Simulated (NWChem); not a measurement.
VOCl3; SMILES [O]=[V]([Cl])([Cl])[Cl]

```xyz
5

V      0.0000     0.0000     0.2574
O      0.0000     0.0000     1.7848
Cl     0.5715     1.9426    -0.3962
Cl     1.3966    -1.4663    -0.3962
Cl    -1.9681    -0.4763    -0.3962
```
Atoms are numbered in this order, from 1.

Level: PBE0/def2-SVP (NWChem), optimised geometry, unscaled harmonic frequencies. 

Task: List the harmonic frequencies with IR intensities, and the thermochemistry.

Result: 
```csv
frequency (cm⁻¹),IR intensity (km/mol)
128,0.2
128,0.2
167,0.6
265,0.0
265,0.0
415,9.4
518,119.1
518,119.1
1197,149.5
```

- zero-point energy: 5.1 kcal/mol
- thermal correction to the enthalpy at 298.15 K (with zero-point energy): 9.8 kcal/mol
- heat capacity Cv: 19.2 cal/(mol K)
- entropy at 298.15 K and 1 atm (symmetry number 3): 81.8 cal/(mol K)
- dipole moment: 0.48 D

Rigid rotor and harmonic oscillator.
